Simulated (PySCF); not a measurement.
## Levels of Ge²⁷⁺ from EOM-EA-GCCSD

Reference: closed-shell Ge²⁸⁺, [He] 2s2; one electron is added. Calculated with PySCF 2.14, two-component X2C-1e with screened spin-orbit coupling, an uncontracted even-tempered set (17 s from 2.3 bohr⁻², ratio 2.6; 12 p from 2.9 bohr⁻², ratio 2.6; 7 d from 3 bohr⁻², ratio 2.8; 4 f from 61 bohr⁻², ratio 2.8); frozen nothing; the 34 highest virtual spinors dropped; of the others 50 kept and the rest restored at second order. No Breit or QED terms. Binding energies in eV.

```json
{"level": "2p1/2", "Koopmans": "2885.8", "second order": "2886.0", "EOM-CCSD": "2884.2"}
{"level": "2p3/2", "Koopmans": "2847.9", "second order": "2848.5", "EOM-CCSD": "2847.6"}
```

For comparison, the ionisation energy of Ge²⁷⁺ is 2881.9 ± 1.6 eV (semi-empirical (NIST evaluation); NIST Atomic Spectra Database, ionization energies).

Only part of the computed levels is shown.
